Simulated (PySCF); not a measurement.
# What settings do to a single point of [Pt3]+

The sound run of [Pt3]+ (quartet) uses PySCF 2.14.0, UKS r2SCAN, Pt def2-SVP with ECP60; non-relativistic Hamiltonian with scalar-relativistic core potentials where named; density fitting; no spin-orbit coupling, grid (50, 194), threshold 1e-8 Eh and 55 cycles, at the relaxed geometry:

```xyz
3

Pt    1.4524   -0.0302    0.0000
Pt   -0.7498    1.2456    0.0000
Pt   -0.7027   -1.2154    0.0000
```

There Pt1 has a Mulliken charge of 0.33 e and the dipole about the centre of mass is 0.03 D. Each run below changes one thing and starts from free metal ions and neutral atoms unless it says otherwise; with 55 cycles, smearing, a level shift and second-order steps follow where DIIS fails, and their cycles count. Energy shifts count from the sound run.

```
                                               change    outcome  cycles  energy shift (eV)  largest force component (eV/Å)  charge on Pt1 (e)  dipole about the centre of mass (D)
                                        grid (30, 86)  converged      17              -0.15                            0.28               0.33                                 0.04
start from the bare core Hamiltonian, limit 92 cycles  converged      25             0.0799                            0.92               0.34                                 0.06
                 spin (2S) set to 11, limit 58 cycles  converged      24              17.06                            2.84               0.32                                 0.20
```

How does the run with this change end: all coordinates × 1.05?

outcome converged, cycles 18, energy shift (eV) 0.31, largest force component (eV/Å) 1.79, charge on Pt1 (e) 0.38, dipole about the centre of mass (D) 0.52.

Unsound on purpose, so not properties of the compound: start from the bare core Hamiltonian, limit 92 cycles; spin (2S) set to 11, limit 58 cycles.

Probably another electronic state than the sound run's: start from the bare core Hamiltonian, limit 92 cycles.

Started from ions, an open shell can land on another state than the sound run's, and that then enters the shifts.

Forces carry noise of the integration grid, about 0.01 to 0.03 eV/Å.

No frequency check is given that shows the relaxed geometry to be a minimum. Open shells may have lower solutions than the one found.
